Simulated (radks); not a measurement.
Question: All-electron atom: Gd45+ in [Ar] 3d1. Calculated with a radial shooting solver on a logarithmic mesh with Libxc functionals: Dirac Kohn-Sham, PBE, spin-unpolarised, spherical densities, point nucleus; open shells are shared between the two j in proportion to 2j + 1. Some entries of the table are withheld. Estimate them.

orbital,occ.,eigenvalue (eV),<r> (bohr),<1/r> (bohr^-1)
1s1/2,2,-52828.70,0.02190,(1)
2s1/2,2,-10963.93,0.09193,17.25
2p1/2,2,-10572.30,(2),17.19
2p3/2,4,-9865.514,(3),15.21
3s1/2,2,-4150.365,0.2271,(4)
3p1/2,2,-3999.957,0.2151,6.725
3p3/2,4,-3826.265,0.2255,6.207
3d3/2,0.4,-3603.850,0.1952,6.083
3d5/2,0.6,-3562.959,0.1984,5.953
4s1/2,0,-2144.765,0.4325,(5)
4p1/2,0,-2080.084,(6),3.472
4p3/2,0,-2015.457,(7),3.279

Answer: 
(1) 1s1/2 <1/r> (bohr^-1): 71.68
(2) 2p1/2 <r> (bohr): 0.07677
(3) 2p3/2 <r> (bohr): 0.08341
(4) 3s1/2 <1/r> (bohr^-1): 6.798
(5) 4s1/2 <1/r> (bohr^-1): 3.514
(6) 4p1/2 <r> (bohr): 0.4247
(7) 4p3/2 <r> (bohr): 0.4388
